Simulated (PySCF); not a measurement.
A structure optimised at PBE-D3(BJ)/def2-SVP, used in a PySCF frequency run:

```
C
H 1 1.1133
H 1 1.1133 2 105.19
C 1 1.5372 2 110.40 3 119.10
H 4 1.1107 1 112.36 2 -177.84
H 4 1.1107 5 106.59 1 123.49
H 4 1.1134 5 106.38 6 113.22
Mg 1 2.1122 2 107.13 3 -113.77
I 8 2.5925 2 156.47 1 179.91
```

Task: Write its SMILES, formula and point group.

Result: C[CH2][Mg][I], C2H5IMg, Cs

Task: What are its rotational constants (standard atomic weights)?

Result: 22.619, 0.73210, 0.71553 GHz
